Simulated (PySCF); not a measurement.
# pyruvic aldehyde dimethyl acetal, C5H10O3

Geometry:
```json
{"atom": "C1", "x (Å)": "-1.721", "y (Å)": "1.673", "z (Å)": "-0.211"}
{"atom": "O2", "x (Å)": "-0.355", "y (Å)": "1.362", "z (Å)": "-0.315"}
{"atom": "C3", "x (Å)": "-0.094", "y (Å)": "0.090", "z (Å)": "-0.755"}
{"atom": "O4", "x (Å)": "-0.537", "y (Å)": "-0.837", "z (Å)": "0.201"}
{"atom": "C5", "x (Å)": "-0.789", "y (Å)": "-2.124", "z (Å)": "-0.297"}
{"atom": "C6", "x (Å)": "1.417", "y (Å)": "-0.099", "z (Å)": "-0.910"}
{"atom": "C7", "x (Å)": "2.287", "y (Å)": "0.627", "z (Å)": "0.070"}
{"atom": "O8", "x (Å)": "1.831", "y (Å)": "-0.873", "z (Å)": "-1.740"}
{"atom": "H9", "x (Å)": "-2.226", "y (Å)": "1.585", "z (Å)": "-1.191"}
{"atom": "H10", "x (Å)": "-1.794", "y (Å)": "2.713", "z (Å)": "0.133"}
{"atom": "H11", "x (Å)": "-2.229", "y (Å)": "1.014", "z (Å)": "0.510"}
{"atom": "H12", "x (Å)": "-0.580", "y (Å)": "-0.124", "z (Å)": "-1.735"}
{"atom": "H13", "x (Å)": "0.114", "y (Å)": "-2.585", "z (Å)": "-0.735"}
{"atom": "H14", "x (Å)": "-1.131", "y (Å)": "-2.739", "z (Å)": "0.546"}
{"atom": "H15", "x (Å)": "-1.578", "y (Å)": "-2.109", "z (Å)": "-1.073"}
{"atom": "H16", "x (Å)": "1.936", "y (Å)": "0.416", "z (Å)": "1.092"}
{"atom": "H17", "x (Å)": "2.181", "y (Å)": "1.712", "z (Å)": "-0.078"}
{"atom": "H18", "x (Å)": "3.331", "y (Å)": "0.317", "z (Å)": "-0.055"}
```

Computed with TDDFT CAM-B3LYP/aug-cc-pVDZ excited states, vertical, gas phase (PySCF). Geometry: PBE0-D3(BJ)/def2-SVP.

Q: Give the one- and two-photon strengths of the lowest singlets.

A: δ for parallel linear polarisation; σ at the peak of a Lorentzian of half width 0.1 eV, single beam; Ω is circular over linear.
```tsv
state	E (eV)	f	photon λ (nm)	δ (au)	σ (GM)	Ω	main
S1	4.29	0.001	578	3.74	0.03	0.51	HOMO→LUMO+1 0.67, HOMO→LUMO+3 0.16
S2	6.54	0.032	379	20.6	0.32	1.12	HOMO→LUMO 0.62, HOMO→LUMO+4 0.08
S3	6.68	0.020	371	56.8	0.93	0.43	HOMO−1→LUMO+1 0.46, HOMO−2→LUMO+1 0.16
S4	7.01	0.001	354	405	7.28	0.37	HOMO→LUMO+2 0.75
S5	7.08	0.005	350	86.4	1.59	0.76	HOMO→LUMO+3 0.40, HOMO→LUMO+4 0.32
S6	7.18	0.011	345	35.8	0.68	1.49	HOMO→LUMO+4 0.20, HOMO−2→LUMO+1 0.18
```

Among these, the strongest one-photon state is S2, the strongest two-photon state S4, with a dipole change of 1.5 D (relaxed, norm of the difference vector).
